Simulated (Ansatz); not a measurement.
CuB, closed-shell singlet (lowest of 2S+1 = 1, 3 at CCSD(T)/def2-TZVPP on PBE0 minima; our sources give no spin for the ground state, which may be another), most abundant isotopes (62.9296 and 11.0093 u). Constants from fifth-degree fits in 1/R to seven points on the lowest solution found; no spin–orbit coupling, no relativity up to Kr; ω_e x_e and α_e move by some per cent with the fit.

Correlated levels freeze the inner cores; with def2 sets outer-core shells near the valence are correlated too. CBS(a, b) extrapolates the correlation energy as X⁻³ and adds the Hartree–Fock energy of set b.

Codes used: Ansatz (Gaussian orbitals). Values without a source in brackets are computed.

```json
[
 {"level": "PBE/def2-TZVPP", "r_e (Å)": "1.9200", "ω_e (cm⁻¹)": "539.5", "ω_e x_e (cm⁻¹)": "3.17", "α_e (cm⁻¹)": "0.00480"},
 {"level": "CCSD(T)/CBS(def2-TZVPP, def2-QZVPP)", "r_e (Å)": "1.9092", "ω_e (cm⁻¹)": "545.0", "ω_e x_e (cm⁻¹)": "4.98", "α_e (cm⁻¹)": "0.00552"}
]
```

Problem. Derive the rotational constants, the centrifugal constant, the fundamental, the zero-point energy and the force constant.

Solution. 
μ = 9.37005 u.
- PBE/def2-TZVPP: B_e = 16.8576/(μ r_e²) = 0.48803 cm⁻¹; B₀ = B_e − α_e/2 = 0.48563 cm⁻¹; D = 4B_e³/ω_e² = 1.60e-06 cm⁻¹; fundamental ω_e − 2ω_e x_e = 533 cm⁻¹; zero-point energy ω_e/2 − ω_e x_e/4 = 269 cm⁻¹; k = μ(2πcω_e)² = 161 N/m; the line J = 1 ← 0 at 2B₀ = 29.12 GHz
- CCSD(T)/CBS(def2-TZVPP, def2-QZVPP): B_e = 16.8576/(μ r_e²) = 0.49355 cm⁻¹; B₀ = B_e − α_e/2 = 0.49079 cm⁻¹; D = 4B_e³/ω_e² = 1.62e-06 cm⁻¹; fundamental ω_e − 2ω_e x_e = 535 cm⁻¹; zero-point energy ω_e/2 − ω_e x_e/4 = 271 cm⁻¹; k = μ(2πcω_e)² = 164 N/m; the line J = 1 ← 0 at 2B₀ = 29.43 GHz

Doubts at one or more of the structures used: a restricted determinant that unrestricted orbitals would lower (CCSD(T)/CBS(def2-TZVPP, def2-QZVPP)).

Ansatz is an electronic-structure program.
